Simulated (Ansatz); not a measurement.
Ansatz results at the PBE0-D4/def2-TZVP geometry: HOMO energy (ωB97M-V/def2-TZVPP) -9.45 eV; HOMO–LUMO gap (ωB97M-V/def2-TZVPP) 11.29 eV; HOMO–LUMO gap (PBE/def2-TZVPP) 5.38 eV.

Each molecule was computed in one conformer, which needn't be the lowest.

**Question.** Which molecule gave them?
A. `N=C[SiH2][SiH2]N`
B. `[SiH3][CH2][GeH2][SH]`
C. `[SiH3][GeH2][CH2]S`
D. `NC(F)(F)O[SiH3]`

**Answer.** B. The others give `[SiH3][GeH2][CH2]S`: -9.01, 10.60, 4.65; `NC(F)(F)O[SiH3]`: -10.86, 12.66, 6.03; `N=C[SiH2][SiH2]N`: -9.38, 10.57, 3.58.
